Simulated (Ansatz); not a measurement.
Born–Oppenheimer molecular dynamics of C2H7FSSi2 (13 atoms, charge 0, multiplicity 1). It starts at the highest image of a converged band, a first-order saddle point between two minima.

Computed with Ansatz, RKS PBE0-D4/6-31G*.

* ensemble: NVE (velocity Verlet)
* time step: 0.5 fs
* steps asked: 200
* starting velocities drawn for: 300 K
* seed: 9277

Frames 0.5 fs apart, positions in Å, forces in eV/Å.

Velocities at 10.0 fs (Å/ps):

```
C 0.49 4.18 -4.02
Si -1.31 -0.41 1.42
F 0.99 -2.41 2.52
C 2.91 -1.83 2.56
Si 0.20 2.10 -0.80
S -1.30 0.02 -0.10
H 2.16 -24.21 -22.95
H 7.10 -17.78 3.22
H 10.58 3.51 -8.48
H -12.22 0.77 2.18
H 14.75 -2.50 -2.39
H 0.88 5.89 -10.68
H -10.12 4.23 -4.87
```

```xyz
13
Properties=species:S:1:pos:R:3:forces:R:3 time_fs=10.0 energy_less_start_eV=0.242 T=130
C -1.727 -1.123 -0.484 0.00 0.37 0.16
Si 0.011 -1.051 0.187 -0.53 -0.01 -1.47
F 0.045 -1.068 1.760 -0.10 0.39 1.96
C 0.798 0.547 -0.469 0.31 -0.06 0.82
Si 0.929 2.022 0.645 0.19 0.99 0.28
S 0.938 0.524 -2.141 0.00 0.00 -0.82
H -2.124 -2.100 -0.228 -0.27 -0.36 0.05
H -2.436 -0.363 -0.122 0.32 -0.08 0.05
H -1.685 -1.045 -1.569 0.01 -0.03 -0.20
H 0.691 -2.322 -0.101 0.44 0.03 -0.54
H 1.142 1.876 2.121 -0.10 -0.34 -0.24
H 1.608 3.330 0.222 -0.33 -0.79 -0.13
H 1.924 0.769 0.071 0.06 -0.10 0.09
13
Properties=species:S:1:pos:R:3:forces:R:3 time_fs=10.5 energy_less_start_eV=0.239 T=132
C -1.727 -1.121 -0.486 0.07 -0.18 0.06
Si 0.010 -1.051 0.187 -0.56 0.01 -1.43
F 0.045 -1.069 1.762 -0.10 0.39 1.93
C 0.799 0.546 -0.467 0.28 -0.05 0.78
Si 0.929 2.023 0.645 0.16 1.03 0.28
S 0.937 0.524 -2.141 0.00 0.00 -0.79
H -2.123 -2.112 -0.239 -0.13 -0.02 -0.01
H -2.432 -0.371 -0.120 0.12 0.11 0.11
H -1.680 -1.043 -1.574 0.00 0.01 -0.11
H 0.685 -2.322 -0.101 0.47 -0.02 -0.56
H 1.149 1.875 2.120 -0.10 -0.34 -0.24
H 1.608 3.332 0.217 -0.34 -0.82 -0.12
H 1.919 0.771 0.069 0.13 -0.13 0.08
13
Properties=species:S:1:pos:R:3:forces:R:3 time_fs=11.0 energy_less_start_eV=0.239 T=133
C -1.727 -1.119 -0.488 0.16 -0.73 -0.06
Si 0.009 -1.051 0.188 -0.57 0.03 -1.38
F 0.045 -1.070 1.763 -0.11 0.39 1.88
C 0.801 0.545 -0.466 0.24 -0.04 0.74
Si 0.929 2.025 0.645 0.12 1.04 0.27
S 0.937 0.524 -2.141 0.01 0.00 -0.75
H -2.123 -2.125 -0.251 0.00 0.31 -0.06
H -2.428 -0.380 -0.118 -0.09 0.31 0.19
H -1.675 -1.041 -1.579 -0.02 0.04 0.00
H 0.681 -2.322 -0.102 0.49 -0.05 -0.56
H 1.156 1.872 2.118 -0.09 -0.33 -0.24
H 1.607 3.332 0.211 -0.33 -0.82 -0.10
H 1.914 0.773 0.066 0.19 -0.16 0.08
13
Properties=species:S:1:pos:R:3:forces:R:3 time_fs=11.5 energy_less_start_eV=0.241 T=131
C -1.726 -1.117 -0.490 0.26 -1.22 -0.19
Si 0.009 -1.051 0.188 -0.56 0.03 -1.32
F 0.046 -1.071 1.765 -0.11 0.39 1.81
C 0.803 0.544 -0.464 0.21 -0.02 0.68
Si 0.930 2.026 0.644 0.06 1.02 0.26
S 0.936 0.524 -2.141 0.01 0.00 -0.71
H -2.122 -2.136 -0.263 0.11 0.61 -0.09
H -2.424 -0.388 -0.116 -0.29 0.49 0.25
H -1.669 -1.039 -1.583 -0.04 0.07 0.10
H 0.678 -2.321 -0.104 0.51 -0.07 -0.56
H 1.163 1.869 2.115 -0.08 -0.32 -0.23
H 1.606 3.330 0.205 -0.32 -0.80 -0.10
H 1.910 0.774 0.064 0.25 -0.19 0.08
13
Properties=species:S:1:pos:R:3:forces:R:3 time_fs=12.0 energy_less_start_eV=0.242 T=130
C -1.726 -1.115 -0.492 0.34 -1.62 -0.31
Si 0.008 -1.052 0.189 -0.54 0.02 -1.26
F 0.046 -1.072 1.767 -0.11 0.38 1.73
C 0.804 0.543 -0.462 0.17 -0.01 0.63
Si 0.930 2.027 0.644 0.00 0.97 0.25
S 0.935 0.524 -2.142 0.01 0.00 -0.66
H -2.121 -2.147 -0.274 0.19 0.85 -0.10
H -2.421 -0.395 -0.113 -0.45 0.63 0.30
H -1.664 -1.037 -1.588 -0.06 0.11 0.19
H 0.676 -2.321 -0.107 0.51 -0.07 -0.55
H 1.169 1.865 2.112 -0.07 -0.30 -0.21
H 1.603 3.327 0.199 -0.29 -0.75 -0.10
H 1.907 0.775 0.063 0.30 -0.21 0.08
13
Properties=species:S:1:pos:R:3:forces:R:3 time_fs=12.5 energy_less_start_eV=0.240 T=132
C -1.726 -1.114 -0.494 0.39 -1.90 -0.41
Si 0.007 -1.052 0.189 -0.51 0.00 -1.18
F 0.047 -1.073 1.769 -0.12 0.37 1.64
C 0.806 0.542 -0.460 0.14 0.00 0.57
Si 0.930 2.029 0.644 -0.07 0.89 0.24
S 0.935 0.524 -2.142 0.01 0.00 -0.61
H -2.120 -2.155 -0.286 0.25 1.03 -0.10
H -2.419 -0.400 -0.109 -0.56 0.71 0.33
H -1.659 -1.035 -1.592 -0.08 0.14 0.27
H 0.675 -2.321 -0.112 0.50 -0.05 -0.53
H 1.176 1.860 2.108 -0.06 -0.29 -0.18
H 1.601 3.321 0.192 -0.25 -0.68 -0.11
H 1.904 0.775 0.061 0.35 -0.23 0.08
13
Properties=species:S:1:pos:R:3:forces:R:3 time_fs=13.0 energy_less_start_eV=0.231 T=139
C -1.725 -1.113 -0.496 0.40 -2.04 -0.46
Si 0.006 -1.052 0.189 -0.47 -0.03 -1.11
F 0.047 -1.074 1.772 -0.12 0.36 1.53
C 0.808 0.541 -0.458 0.11 0.02 0.51
Si 0.930 2.030 0.643 -0.14 0.78 0.23
S 0.934 0.524 -2.142 0.01 0.00 -0.56
H -2.119 -2.161 -0.299 0.28 1.13 -0.08
H -2.418 -0.404 -0.104 -0.60 0.72 0.31
H -1.654 -1.032 -1.595 -0.09 0.17 0.33
H 0.675 -2.321 -0.118 0.48 -0.02 -0.50
H 1.182 1.855 2.104 -0.05 -0.27 -0.15
H 1.597 3.314 0.185 -0.19 -0.58 -0.12
H 1.902 0.775 0.060 0.38 -0.24 0.08
13
Properties=species:S:1:pos:R:3:forces:R:3 time_fs=13.5 energy_less_start_eV=0.215 T=150
C -1.724 -1.113 -0.499 0.36 -2.04 -0.46
Si 0.005 -1.052 0.189 -0.41 -0.08 -1.03
F 0.048 -1.075 1.775 -0.12 0.35 1.41
C 0.809 0.540 -0.456 0.09 0.03 0.45
Si 0.930 2.032 0.643 -0.22 0.64 0.21
S 0.933 0.524 -2.143 0.01 0.01 -0.50
H -2.116 -2.164 -0.311 0.29 1.16 -0.05
H -2.418 -0.406 -0.099 -0.56 0.67 0.26
H -1.650 -1.029 -1.598 -0.11 0.21 0.35
H 0.677 -2.322 -0.126 0.45 0.02 -0.47
H 1.188 1.849 2.100 -0.04 -0.26 -0.11
H 1.593 3.305 0.178 -0.13 -0.46 -0.14
H 1.900 0.774 0.059 0.39 -0.25 0.08
13
Properties=species:S:1:pos:R:3:forces:R:3 time_fs=14.0 energy_less_start_eV=0.193 T=165
C -1.724 -1.112 -0.501 0.27 -1.91 -0.41
Si 0.004 -1.052 0.189 -0.34 -0.13 -0.94
F 0.048 -1.076 1.778 -0.13 0.34 1.28
C 0.811 0.540 -0.454 0.07 0.04 0.38
Si 0.930 2.034 0.643 -0.30 0.48 0.20
S 0.933 0.524 -2.143 0.02 0.01 -0.43
H -2.113 -2.165 -0.324 0.26 1.12 -0.01
H -2.420 -0.406 -0.093 -0.46 0.54 0.18
H -1.645 -1.026 -1.599 -0.12 0.24 0.35
H 0.679 -2.322 -0.134 0.41 0.08 -0.43
H 1.194 1.842 2.095 -0.02 -0.24 -0.07
H 1.589 3.295 0.171 -0.06 -0.33 -0.17
H 1.900 0.773 0.058 0.40 -0.25 0.07
13
Properties=species:S:1:pos:R:3:forces:R:3 time_fs=14.5 energy_less_start_eV=0.168 T=182
C -1.723 -1.113 -0.503 0.16 -1.65 -0.32
Si 0.003 -1.053 0.189 -0.26 -0.18 -0.86
F 0.049 -1.077 1.781 -0.13 0.32 1.15
C 0.813 0.539 -0.452 0.06 0.06 0.32
Si 0.930 2.035 0.643 -0.39 0.29 0.20
S 0.932 0.524 -2.144 0.02 0.01 -0.37
H -2.109 -2.162 -0.336 0.21 1.00 0.04
H -2.423 -0.405 -0.087 -0.31 0.38 0.06
H -1.641 -1.022 -1.601 -0.13 0.27 0.33
H 0.683 -2.322 -0.144 0.37 0.14 -0.39
H 1.200 1.835 2.090 -0.01 -0.21 -0.03
H 1.584 3.285 0.163 0.02 -0.17 -0.21
H 1.901 0.771 0.057 0.39 -0.25 0.07
13
Properties=species:S:1:pos:R:3:forces:R:3 time_fs=15.0 energy_less_start_eV=0.144 T=199
C -1.722 -1.113 -0.506 0.04 -1.30 -0.19
Si 0.002 -1.053 0.188 -0.18 -0.24 -0.77
F 0.049 -1.077 1.784 -0.14 0.30 1.00
C 0.815 0.538 -0.449 0.06 0.07 0.26
Si 0.930 2.037 0.642 -0.47 0.10 0.19
S 0.932 0.524 -2.144 0.02 0.01 -0.30
H -2.105 -2.158 -0.349 0.13 0.82 0.09
H -2.427 -0.403 -0.081 -0.13 0.19 -0.06
H -1.637 -1.017 -1.601 -0.13 0.31 0.28
H 0.687 -2.321 -0.154 0.32 0.20 -0.34
H 1.206 1.827 2.085 0.01 -0.19 0.02
H 1.579 3.274 0.155 0.10 -0.01 -0.24
H 1.903 0.768 0.056 0.36 -0.25 0.06
13
Properties=species:S:1:pos:R:3:forces:R:3 time_fs=15.5 energy_less_start_eV=0.126 T=212
C -1.722 -1.114 -0.508 -0.06 -0.88 -0.04
Si 0.001 -1.053 0.188 -0.10 -0.29 -0.68
F 0.049 -1.078 1.787 -0.14 0.28 0.86
C 0.816 0.537 -0.447 0.07 0.08 0.20
Si 0.930 2.039 0.642 -0.54 -0.11 0.19
S 0.931 0.524 -2.144 0.02 0.01 -0.23
H -2.100 -2.151 -0.361 0.03 0.56 0.15
H -2.431 -0.401 -0.074 0.06 -0.01 -0.19
H -1.634 -1.012 -1.600 -0.13 0.34 0.20
H 0.692 -2.321 -0.166 0.27 0.27 -0.29
H 1.212 1.819 2.080 0.02 -0.16 0.05
H 1.575 3.263 0.146 0.19 0.15 -0.28
H 1.905 0.765 0.056 0.32 -0.24 0.05
```

Of the whole run (100 fs, mean temperature of the second half 153 K): The conserved energy stayed within 0.1 meV per atom of its start (net change 0.035 meV per atom), so the integration is sound. The temperature averaged 0.51 of the 300 K drawn at the start: a run that starts near a minimum puts about half its kinetic energy into the potential. A run of 0.1 ps of so small a system gives no equilibrium averages. The orbitals stay closed-shell, which can raise the energy where a bond breaks towards radicals; this wasn't checked here.

Run time: 5.7 min on 2 threads of AMD EPYC 9R45 96-Core Processor (Zen 5), on a shared host, peak memory 0.32 GiB.
